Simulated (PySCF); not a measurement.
trisilylphosphine (H$_{9}$PSi$_{3}$), singlet, geometry from GFN2-xTB, with bond 7-1 at 1.8 times its length; B3LYP/3-21G (PySCF).

Input for PySCF:
```python
from pyscf import gto, scf, dft

mol = gto.M(
    atom='''
Si   -0.73150406    1.82305785   -0.40791737
P     0.18821174   -0.17350413   -0.73727730
Si    1.86473710   -0.16240545    0.72209052
Si   -1.27528289   -1.52970289    0.24227527
H     0.23660144    2.81452484   -0.86999042
H    -1.05477390    2.07124934    1.00037921
H    -2.93398138    1.88984941   -1.84248049
H     2.82295740    0.83662120    0.25571496
H     2.44340496   -1.50357383    0.70954322
H     1.42887523    0.17189027    2.08138167
H    -0.68465939   -2.86566528    0.23155487
H    -2.49681096   -1.47983083   -0.55717985
H    -1.57497050   -1.13611115    1.62237473
''',
    basis='3-21g',
    verbose=4,
)

mf = dft.RKS(mol)
mf.xc = 'b3lyp'
mf.kernel()
mo_i, mo_e, stable_i, stable_e = mf.stability(internal=True, external=True, return_status=True, nroots=6, tol=1e-6)
print('internally stable:', stable_i, ' externally stable:', stable_e)
if not stable_e:
    umf = mf.to_uhf() if not hasattr(mf, 'xc') else mf.to_uks()
    umf.scf_summary = {}
    umf.kernel(umf.make_rdm1(mo_e, umf.mo_occ))
mf.analyze()
```

It wrote (shortened):

```
PySCF version 2.14.0

[INPUT] verbose = 4
[INPUT] num. atoms = 13
[INPUT] num. electrons = 66
[INPUT] charge = 0
[INPUT] spin (= nelec alpha-beta = 2S) = 0
[INPUT] symmetry False subgroup None
[INPUT] Mole.unit = angstrom
[INPUT] Symbol           X                Y                Z      unit          X                Y                Z       unit  Magmom
[...]
nuclear repulsion = 344.037543349999
number of shells = 46
number of NR pGTOs = 135
number of NR cGTOs = 70
basis = 3-21g
ecp = {}

******** <class 'pyscf.dft.rks.RKS'> ********
method = RKS
initial guess = minao
damping factor = 0
level_shift factor = 0
DIIS = <class 'pyscf.scf.diis.CDIIS'>
diis_start_cycle = 1
diis_space = 8
diis_damp = 0
SCF conv_tol = 1e-09
SCF conv_tol_grad = None
SCF max_cycles = 50
direct_scf = True
direct_scf_tol = 1e-13
XC library pyscf.dft.libxc version 7.1.2
    S. Lehtola, C. Steigemann, M. J. T. Oliveira, and M. A. L. Marques,  SoftwareX 7, 1–5 (2018)
XC functionals = b3lyp
    P. J. Stephens, F. J. Devlin, C. F. Chabalowski, and M. J. Frisch,  J. Phys. Chem. 98, 11623 (1994)
radial grids:
    Treutler-Ahlrichs [JCP 102, 346 (1995); DOI:10.1063/1.469408] (M4) radial grids

becke partition: Becke, JCP 88, 2547 (1988); DOI:10.1063/1.454033
pruning grids: <function nwchem_prune>
grids dens level: 3
symmetrized grids: False
atomic radii adjust function: <function treutler_atomic_radii_adjust>
small_rho_cutoff = 0
Set gradient conv threshold to 3.16228e-05
Initial guess from minao.
tot grids = 164992
init E= -1207.95926869723
cycle= 1 E= -1208.78493748563  delta_E= -0.826  |g|= 0.225  |ddm|= 3.03
cycle= 2 E= -1208.75971250911  delta_E= 0.0252  |g|=  0.3  |ddm|= 0.894
cycle= 3 E= -1208.80193576604  delta_E= -0.0422  |g|= 0.0823  |ddm|= 0.616
cycle= 4 E= -1208.80635037309  delta_E= -0.00441  |g|= 0.0263  |ddm|= 0.188
cycle= 5 E= -1208.8067096165  delta_E= -0.000359  |g|= 0.00513  |ddm|= 0.052
cycle= 6 E= -1208.80672022126  delta_E= -1.06e-05  |g|= 0.000577  |ddm|= 0.0102
cycle= 7 E= -1208.8067203513  delta_E= -1.3e-07  |g|= 0.000169  |ddm|= 0.00146
cycle= 8 E= -1208.80672037002  delta_E= -1.87e-08  |g|= 3.02e-05  |ddm|= 0.000467
cycle= 9 E= -1208.80672037069  delta_E= -6.7e-10  |g|= 5.16e-06  |ddm|= 7.91e-05
Extra cycle  E= -1208.80672037068  delta_E= 9.32e-12  |g|= 6.78e-06  |ddm|= 2.48e-05
converged SCF energy = -1208.80672037068
rhf_internal: lowest eigs of H = [0.46526754 0.76495995 0.81238217 0.833614   0.89025315 0.94176442]
[...]
<class 'pyscf.dft.rks.RKS'> wavefunction is stable in the internal stability analysis
<class 'pyscf.dft.rks.RKS'> wavefunction is stable in the real -> complex stability analysis
<class 'pyscf.dft.rks.RKS'> wavefunction has an RHF/RKS -> UHF/UKS instability
internally stable: True  externally stable: False
[...]
pruning grids: <function nwchem_prune>
grids dens level: 3
symmetrized grids: False
atomic radii adjust function: <function treutler_atomic_radii_adjust>
small_rho_cutoff = 0
Set gradient conv threshold to 3.16228e-05
init E= -1208.70276509918
cycle= 1 E= -1208.63358708236  delta_E= 0.0692  |g|= 0.295  |ddm|=  1.2
cycle= 2 E= -1208.53559058404  delta_E= 0.098  |g|= 0.432  |ddm|= 1.35
cycle= 3 E= -1208.79978996316  delta_E= -0.264  |g|= 0.0709  |ddm|= 0.764
cycle= 4 E= -1208.80634073852  delta_E= -0.00655  |g|= 0.0211  |ddm|= 0.116
cycle= 5 E= -1208.8066595112  delta_E= -0.000319  |g|= 0.0119  |ddm|= 0.0323
cycle= 6 E= -1208.80685987554  delta_E= -0.0002  |g|= 0.00341  |ddm|= 0.0207
cycle= 7 E= -1208.80689483348  delta_E= -3.5e-05  |g|= 0.0018  |ddm|= 0.0107
cycle= 8 E= -1208.80691057849  delta_E= -1.57e-05  |g|= 0.00185  |ddm|= 0.00547
cycle= 9 E= -1208.80681682668  delta_E= 9.38e-05  |g|= 0.0014  |ddm|= 0.0364
cycle= 10 E= -1208.80672181914  delta_E= 9.5e-05  |g|= 0.000583  |ddm|= 0.0967
cycle= 11 E= -1208.80672070271  delta_E= 1.12e-06  |g|= 0.00023  |ddm|= 0.00615
cycle= 12 E= -1208.80672041304  delta_E= 2.9e-07  |g|= 5.95e-05  |ddm|= 0.00715
cycle= 13 E= -1208.80672037157  delta_E= 4.15e-08  |g|= 2.3e-05  |ddm|= 0.00149
cycle= 14 E= -1208.80672037075  delta_E= 8.19e-10  |g|= 8.69e-06  |ddm|= 0.000238
Extra cycle  E= -1208.80672037079  delta_E= -4.41e-11  |g|= 9.27e-06  |ddm|= 3.4e-05
converged SCF energy = -1208.80672037079  <S^2> = 1.8949336e-08  2S+1 = 1
**** SCF Summaries ****
Total Energy =                       -1208.806720370678477
Nuclear Repulsion Energy =             344.037543349998657
One-electron Energy =                -2358.578415143836082
Two-electron Energy =                  805.734151423158892
Two-electron Coulomb Energy =          894.858534453341576
DFT Exchange-Correlation Energy =      -89.124383030182699
**** MO energy ****
[...]
 ** Mulliken pop on meta-lowdin orthogonal AOs  **
 ** Mulliken pop  **
 ** Mulliken atomic charges  **
charge of    0Si =      0.22875
charge of    1P =     -0.30309
charge of    2Si =      0.29522
charge of    3Si =      0.29903
charge of    4H =     -0.04497
charge of    5H =     -0.05898
charge of    6H =     -0.06054
charge of    7H =     -0.05389
charge of    8H =     -0.05072
charge of    9H =     -0.07290
charge of   10H =     -0.05574
charge of   11H =     -0.04856
charge of   12H =     -0.07362
Dipole moment(X, Y, Z, Debye):  0.76406, -0.12119,  2.13262
```
